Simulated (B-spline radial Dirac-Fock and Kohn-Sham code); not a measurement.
# Ru²⁺ 4s: cross section and angular parameters

System: ruthenium as Ru²⁺, [Kr] 4d6; threshold 103.5 eV (orbital energy of the model). Model: Dirac-Hartree-Slater photoionisation with a Latter tail; cross sections with all multipoles, angular parameters from the dipole term and its interference with E2. Program: an atomic code on a B-spline grid.

For linearly polarised light dσ/dΩ = σ/(4π) [1 + β P₂(cos θ) + (δ + γ cos²θ) sin θ cos φ], with θ from the polarisation vector and φ the angle between the beam and the projection of the electron momentum on the plane normal to the polarisation.

```
hν (eV)  σ (kb)      β       γ
    150     181  1.977   0.190
    155     177  1.978   0.202
    200     142  1.984   0.272
    209     136  1.984   0.280
    221     128  1.985   0.287
    265     105  1.987   0.303
    300    89.8  1.989   0.307
    394    61.9  1.991   0.292
    600    32.9  1.992   0.225
    888    17.3  1.994   0.123
    942    15.7  1.994   0.107
   1150    11.2  1.994   0.050
   1980    4.26  1.995  -0.073
   2030    4.07  1.995  -0.076
   3900    1.18  1.996  -0.016
   4000    1.12  1.996  -0.007
   4700   0.809  1.996   0.067
   5360   0.619  1.996   0.144
   5450   0.598  1.996   0.156
   5520   0.583  1.996   0.164
   5640   0.557  1.996   0.179
   6190       ?      ?       ?
 9251.7   0.194  1.995   0.657
  12000   0.109  1.995   1.005
  15000  0.0650  1.994   1.357
```

**Question.** Give the values at 6190 eV.

**Answer.** σ = 0.459 kb, β = 1.996, γ = 0.249. For an s subshell δ is negligible.

Values without a named source are computed, but for edge energies of neutral atoms, which are taken from tables.
